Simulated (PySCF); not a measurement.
C6H7, SMILES C1=[C]C=CCC1 (connectivity only; charge and spin as stated), charge +1, multiplicity 1.

Geometry optimised at ωB97X-D3(BJ)/def2-SVP. The multiplicity is an assumed one; no other spin state was optimised. The isomer is the one that the SMILES or the coordinates give; other isomers of the formula were not compared. Other conformers were not sampled.

Computed with PBE0/def2-TZVP in PySCF.

- total energy: -232.24719 hartree
- highest occupied level: -12.78 eV
- lowest empty level: -8.73 eV
- orbital gap: 4.05 eV
- dipole moment about the centre of nuclear charge: 0.26 D
- mean static polarisability: 61.0 bohr³ (9.04 Å³)
- polarisability, principal values: 41.7, 67.2, 74.1 bohr³
